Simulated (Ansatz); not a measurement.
A run for Ansatz (a program for electronic structure): U-wB97X-V/def2-TZVPP on GaSi+, 2S+1 = 3, a spin state set in the input, which need not be the lowest, a point of a bond scan (R = 2.843 Å). Charge +1.

Ansatz 0.2 input:
```yaml
crystal:
  periodic: [false, false, false]
  atoms:
    - {symbol: Si, position_ang: [0.00000000, 0.00000000, 0.00000000]}
    - {symbol: Ga, position_ang: [0.00000000, 0.00000000, 2.84315100]}
basis:
  gaussian:
    orbitals: def2-TZVPP
    pivot_positions_ang: [[0.00000000, 0.00000000, 0.00000000], [0.00000000, 0.00000000, 2.84315100]]
hamiltonian:
  xc: {name: wB97X-V}
total_charge: 1
magnetization: {spin_polarized: true, initial_magnetization: 2}
output: {forces: true, orbitals: {seedname: ./end}}
```

The head of its log:

```
WARN ansatz: RAYON_NUM_THREADS=1 ignored (pool sized by the plan → 1); use --threads N
Functional definition: wB97X-V
integrals: 0.04 GiB planned
694 factors; their error is unknown
integrals: 0.07 GiB planned
149 factors; integrals over basis functions are off by at most 1.9e-5 eV
mean field: 0.55 GiB planned
mean field evaluation 1: about -60238.7452 eV, gradient 8.7e0 eV
mean field evaluation 2: about -60239.1440 eV, gradient 6.9e0 eV
```

Q: Give the final energy of this run.

A: -2213.7566 hartree.
